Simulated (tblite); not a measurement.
Compound: C3H11PSi.
SMILES: `C[Si](C)(C)P`

Computed values, GFN2-xTB/tblite, gas phase, harmonic and unscaled. Against measured fundamentals such values can be off by several per cent, at times by over 20. Modes of hydrogen on phosphorus can be 10 to 20 % off.

Harmonic wavenumbers (cm⁻¹): 65.2, 91.4, 101.8, 103.7, 127.0, 127.7, 179.4, 181.8, 182.1, 428.8, 641.4, 670.7, 671.3, 728.6, 735.9, 772.2, 790.5, 795.4, 849.3, 852.2, 855.9, 1150.1, 1362.9, 1365.9, 1368.8, 1476.0, 1479.4, 1480.5, 1481.9, 1483.2, 1486.3, 2290.2, 2377.5, 3035.7, 3036.6, 3038.0, 3038.8, 3040.8, 3042.1, 3044.4, 3045.5, 3047.8.

A = 2986, B = 1952, C = 1946 MHz; mass 106.037 u (most abundant isotopes); point group Cs, symmetry number 1.

Question: What is the zero-point energy?

Answer: ½Σν̃ = 28062 cm⁻¹ = 80.23 kcal/mol.

Question: Give the ideal-gas entropy at 298.15 K and 1 bar in the rigid-rotor, harmonic-oscillator model (classical rotation).

Answer: Translation 39.92, rotation 27.74, vibration 31.47: S = 99.1 cal/(mol K).

Question: And Cp and H(298.15 K) − H(0)?

Answer: Cp = 35.69 cal/(mol K), of which vibrations give 27.74 (their classical limit is 42 R = 83.5); H(298.15 K) − H(0) = 7.10 kcal/mol without the zero-point energy, 4.73 from vibrations.

Question: Which modes carry the vibrational entropy at 298.15 K?

Answer: 65.2 cm⁻¹: 4.29; 91.4 cm⁻¹: 3.63; 101.8 cm⁻¹: 3.42; 103.7 cm⁻¹: 3.38; 127.0 cm⁻¹: 2.99; 127.7 cm⁻¹: 2.98 cal/(mol K); the other 36 give 10.78 together.

Question: How do the functions run with temperature in this model?

Answer: 
| T (K) | S (cal/(mol K)) | Cp (cal/(mol K)) | H − H(0) (kcal/mol) | G − H(0) (kcal/mol) | ln q(vib) |
| --- | --- | --- | --- | --- | --- |
| 50 | 56.6 | 14.9 | 0.51 | -2.32 | 0.42 |
| 100 | 69.3 | 21.6 | 1.45 | -5.48 | 1.91 |
| 373.15 | 107.7 | 40.9 | 9.98 | -30.21 | 9.80 |
| 500 | 120.8 | 48.6 | 15.67 | -44.72 | 12.90 |
| 750 | 142.7 | 59.8 | 29.31 | -77.76 | 18.43 |
| 1000 | 161.1 | 67.8 | 45.32 | -115.80 | 23.39 |

q(vib) and H(0) count from the zero-point level.

Hindered rotation and anharmonicity are outside this model.

Conformer computed: `[CH3:1][Si:2]([CH3:3])([CH3:4])[PH2:5]`: H–P5–Si2–C1 46°, H–P5–Si2–C1 -46°.
